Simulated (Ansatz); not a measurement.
Geometry optimisation, Ansatz, RKS CAM-B3LYP/def2-SVP.

Input file:

```yaml
crystal:
  periodic: [false, false, false]
  atoms:
    - { symbol: Sn, position_ang: [0.0, 0.0, 0.0] }
    - { symbol: H, position_ang: [0.0, 0.0, 1.74] }
    - { symbol: H, position_ang: [1.6408, 0.0, -0.5794] }
    - { symbol: Cl, position_ang: [-1.1351, 1.9666, -0.8025] }
    - { symbol: Cl, position_ang: [-1.1351, -1.9666, -0.8025] }
basis:
  gaussian: { orbitals: def2-SVP }
hamiltonian:
  xc: cam_b3lyp
relax:
  f_tol: 0.02
  max_steps: 40
output:
  orbitals: {}
```

Launched with:

```bash
$ ansatz run input.yaml --threads 1 --pin off --max-ram 2048MiB --backend cpu --events-out ev --progress --plain --runs-dir out
```

Where does it end, and by what steps?

The forces met the threshold. After 3 steps the energy has fallen by 0.129 eV; Cl4 moved furthest, 0.10 Å.

```json
{"step": "0", "energy less start (eV)": "0.0000", "largest force component (eV/Å)": "0.853", "accepted": "yes"}
{"step": "1", "energy less start (eV)": "-0.0524", "largest force component (eV/Å)": "0.670", "accepted": "yes"}
{"step": "2", "energy less start (eV)": "-0.1285", "largest force component (eV/Å)": "0.043", "accepted": "yes"}
{"step": "3", "energy less start (eV)": "-0.1291", "largest force component (eV/Å)": "0.015", "accepted": "yes"}
```

```xyz
5
Properties=species:S:1:pos:R:3
Sn 0.044 0.000 0.032
H -0.087 0.000 1.724
H 1.596 0.000 -0.656
Cl -1.092 1.883 -0.772
Cl -1.092 -1.883 -0.772
```

Whether the end is a true minimum wasn't checked by a vibrational analysis.

The run took 17 s on 1 thread of Arm Neoverse V1, with other jobs on the host, peak memory 0.17 GiB.
